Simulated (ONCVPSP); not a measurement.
**Re, ONCV: configuration errors across variants**

| Property | Result |
| --- | --- |
| Element | rhenium (Re) |
| Generator | ONCVPSP 4.0.1 |
| Type | optimised norm-conserving Vanderbilt (ONCV) |
| Functional | PBEsol |
| Relativity | scalar-relativistic |
| Frozen core | [Kr] 4d10 4f14 |
| Valence charge | 15 |
| Reference configuration | 5s2 5p6 5d5 6s1 (charge +1) |
| Partial waves | 5s+6s: rc 1.70 bohr, ncon 4, nbas 8, qcut 6.3 1/bohr, 2 projectors; 5p: rc 1.65 bohr, ncon 3, nbas 8, qcut 6.7 1/bohr, 2 projectors, debl 0.8 Ha; 5d: rc 2.65 bohr, ncon 4, nbas 9, qcut 5.6 1/bohr, 2 projectors, debl 1.2 Ha |
| Local potential | polynomial inside 1.60 bohr (lpopt 5, dvloc0 0 Ha) |
| Core correction | polynomial model core, fcfact 0.5 |

In the p channel the program set the typed energies aside and used -2.016, 0.250 Ha.

All-electron excitation energies from the reference (eV): (1) 5s2 5p6 5d5 6s2 -9.293; (2) 5s2 5p6 5d5 6s0 16.344; (3) 5s2 5p6 5d4 6s0 43.502; (4) 5s2 5p6 5d5 6s0 6p2 0.670.

Errors AE − PS in meV (a dash: test not solved or not reliable):

| change | (1) | (2) | (3) | (4) | bound ghosts | GHOST(+) flags above zero |
| --- | --- | --- | --- | --- | --- | --- |
| base | +2.5 | -8.8 | -3.5 | -0.9 | none | s |
| all radii but the core radius scaled by about 0.90 (s 1.52, p 1.48, d 2.38 bohr); local potential polynomial inside 1.44 bohr (lpopt 5, dvloc0 0 Ha) | +2.5 | -7.4 | -12 | +0.1 | none | s |
| local potential polynomial inside 1.60 bohr (lpopt 5, dvloc0 1.5 Ha) | +2.8 | -8.5 | -3.3 | -0.4 | none | none |

Give the same row for: core correction polynomial model core, fcfact 1.08.

+2.5, -9.0, -3.6, -0.9; bound ghosts: none; GHOST(+) flags above zero: s.
